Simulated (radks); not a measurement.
Numerical settings for the chlorine ion Cl2+, [Ne] 3s2 3p3. Method: scalar-relativistic Kohn-Sham, PBE, spin-polarised, spherical densities, point nucleus; open shells are filled with parallel spins first; computed with a radial shooting solver on a logarithmic mesh with Libxc functionals. The defaults (mesh step 0.008 in ln r, mesh end at 40 bohr or more with all orbitals vanishing there, Anderson mixing 0.5 over 9 steps, residual threshold near 1e-9 with the energy settled to 1e-9 hartree or 1e-11 of itself, here a cap of 73 iterations) give E = -460.0936 hartree and 3p at -33.089 eV in 13 iterations. Run on one thread of a shared host, so times are rough (Intel(R) Xeon(R) 6975P-C): 0.08 s of CPU time, 0.08 s wall, 13 iterations on 2476 mesh points. Changes against that run (0 stands for a change within the tolerance of the run):

mesh step in ln r 0.08: iterations 73; converged no; E (mhartree) +651; e(3p) (meV) -2.27e+04; CPU (s) 0.13
mesh step in ln r 0.03: iterations 13; converged yes; E (mhartree) 0; e(3p) (meV) 0; CPU (s) 0.03
mesh step in ln r 0.02: iterations 13; converged yes; E (mhartree) 0; e(3p) (meV) 0; CPU (s) 0.03
mesh end (bohr) 2: iterations 13; converged level above zero; E (mhartree) +3.65e+03; e(3p) (meV) +3.39e+04; CPU (s) 0.06
mesh end (bohr) 5: iterations 13; converged yes; E (mhartree) +2.2; e(3p) (meV) +77.9; CPU (s) 0.07
residual threshold 1e-16: iterations 73; converged no; E (mhartree) 0; e(3p) (meV) 0; CPU (s) 0.22
residual threshold 0.1: iterations 9; converged yes; E (mhartree) 0; e(3p) (meV) +0.132; CPU (s) 0.06
mixing 0.01: iterations 19; converged yes; E (mhartree) 0; e(3p) (meV) 0; CPU (s) 0.11
linear mixing, mixing 0.8: iterations 15; converged yes; E (mhartree) 0; e(3p) (meV) 0; CPU (s) 0.08
linear mixing, mixing 0.2: iterations 73; converged no; E (mhartree) 0; e(3p) (meV) 0; CPU (s) 0.32
mixing history 3: iterations 17; converged yes; E (mhartree) 0; e(3p) (meV) 0; CPU (s) 0.09
iteration cap 5: iterations 5; converged no; E (mhartree) +0.00263; e(3p) (meV) +25.5; CPU (s) 0.03

Settled on a wrong energy, with an occupied level pushed above zero by the early mesh end: mesh end (bohr) 2 (+3.65 hartree). Apart from these: settings that end as converged yet miss the energy by more than 1 mhartree: mesh end (bohr) 5 (+0.0022 hartree). A mesh that ends early acts as a hard wall.
